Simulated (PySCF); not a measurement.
HCl6OSi2 (cation, charge +1), SMILES Cl[Si](Cl)(Cl)[OH+][Si](Cl)(Cl)Cl (PBE0/def2-SVP optimised geometry):

```
10

Cl    -2.230    -3.668    -1.832
Si    -2.319    -1.761    -2.425
Cl    -1.882    -1.477    -4.362
Cl    -3.899    -0.746    -1.739
O     -0.904    -0.942    -1.644
Si    -0.572    -0.258     0.000
Cl    -1.434    -1.564     1.245
Cl    -1.394     1.564     0.000
Cl     1.434    -0.258     0.000
H     -0.145    -0.843    -2.253
```

Computed with PBE0/def2-TZVP (PySCF).

Question: What are the frontier orbital energies?

Answer: HOMO-2 -14.13 eV, HOMO-1 -13.85 eV, HOMO -13.79 eV, LUMO -5.38 eV, LUMO+1 -4.88 eV.

On the same geometry PBE/def2-TZVP (PySCF) gives HOMO-2 -12.67 eV, HOMO-1 -12.41 eV, HOMO -12.35 eV, LUMO -6.37 eV, LUMO+1 -5.88 eV.

Meta-Löwdin charges at PBE0/def2-TZVP: Cl1 -0.15, Si2 1.10, Cl3 -0.17, Cl4 -0.16, O5 -0.65, Si6 1.10, Cl7 -0.16, Cl8 -0.15, Cl9 -0.17, H10 0.41.
